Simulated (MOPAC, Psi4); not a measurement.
Conformational energy of SMILES CC(C)(C)/C=C\c1cccs1. Scanned: dihedral C5–C6–C7–S11; all other coordinates were relaxed at GFN2-xTB. Points at φ and −φ are mirror images. Heavy atoms are numbered in the order of the SMILES CC(C)(C)/C=C\c1cccs1, hydrogens after them in the order of the atoms that carry them; the mirror image has the same energies with the sign of each dihedral reversed. Each profile is relative to its own lowest point.

```csv
φ / °,A,B,C
-150,1.9,2.2,3.5
-120,0.0,2.1,0.0
-90,0.0,3.1,0.4
-60,1.9,2.0,4.0
-30,5.7,1.0,9.0
0,7.3,0.0,11.0
30,5.7,1.0,9.0
60,1.9,2.0,4.0
90,0.0,3.1,0.4
120,0.0,2.1,0.0
150,1.9,2.2,3.5
180,3.2,2.3,6.2
```

Energies in mEh.

Which curve belongs to which method? The methods are B3LYP-D3(BJ)/def2-SVP // GFN2-xTB run with Psi4; MOPAC 23.2.5 with PM6, restricted, heats of formation // GFN2-xTB; MOPAC 23.2.5 with PM7, restricted, heats of formation // GFN2-xTB.

A is PM6; B is B3LYP-D3(BJ)/def2-SVP; C is PM7.
